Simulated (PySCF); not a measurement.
**Working with the constants of SeBr⁺**

UHF-CCSD(T) constants of SeBr⁺, ³Σ⁻ (triplet), unpaired electrons π ↑↑ (PySCF, spin-free X2C with a Gaussian nucleus, basis sets Se x2c-SVPall, Br x2c-SVPall; masses 79.9165 and 78.9183 u):

```
ωe              : 353.7 cm⁻¹
ωexe            : 1.15 cm⁻¹
Be              : 0.086562 cm⁻¹
αe              : 0.000335 cm⁻¹
D (centrifugal) : 2.07e-08 cm⁻¹
De to Se⁺ + Br  : 2.23 eV
```

Q: Give the vibrational terms G(v) and spacings up to v = 6.

A: G(v) = ωe(v+½) − ωexe(v+½)².

```json
{"v": "0", "G(v) (cm⁻¹)": "176.6", "G(v) − G(v−1)": "", "Bv (cm⁻¹)": "0.08639"}
{"v": "1", "G(v) (cm⁻¹)": "528.0", "G(v) − G(v−1)": "351.4", "Bv (cm⁻¹)": "0.08606"}
{"v": "2", "G(v) (cm⁻¹)": "877.1", "G(v) − G(v−1)": "349.1", "Bv (cm⁻¹)": "0.08572"}
{"v": "3", "G(v) (cm⁻¹)": "1223.9", "G(v) − G(v−1)": "346.8", "Bv (cm⁻¹)": "0.08539"}
{"v": "4", "G(v) (cm⁻¹)": "1568.4", "G(v) − G(v−1)": "344.5", "Bv (cm⁻¹)": "0.08505"}
{"v": "5", "G(v) (cm⁻¹)": "1910.6", "G(v) − G(v−1)": "342.2", "Bv (cm⁻¹)": "0.08472"}
{"v": "6", "G(v) (cm⁻¹)": "2250.5", "G(v) − G(v−1)": "339.9", "Bv (cm⁻¹)": "0.08438"}
```

Q: How well does the Morse estimate ωe²/(4ωexe) reproduce De, and what is D0?

A: It gives 3.37 eV, 151 % of the computed De. D0 = De − G(0) = 2.23 − 0.02 = 2.21 eV.

Correlated steps freeze 18 core orbitals. Correlated levels converge slowly with the basis: in double zeta they bind strong bonds too weakly, by up to about 1 eV, and carry superposition errors of some tenths. Spin–orbit coupling is left out. For an ion De counts to the pair picked by the measured ionisation energies or electron affinities, which need not be the lowest pair at this level. The state is the lowest determinant that a PBE0 search found; another state may lie lower at other levels.
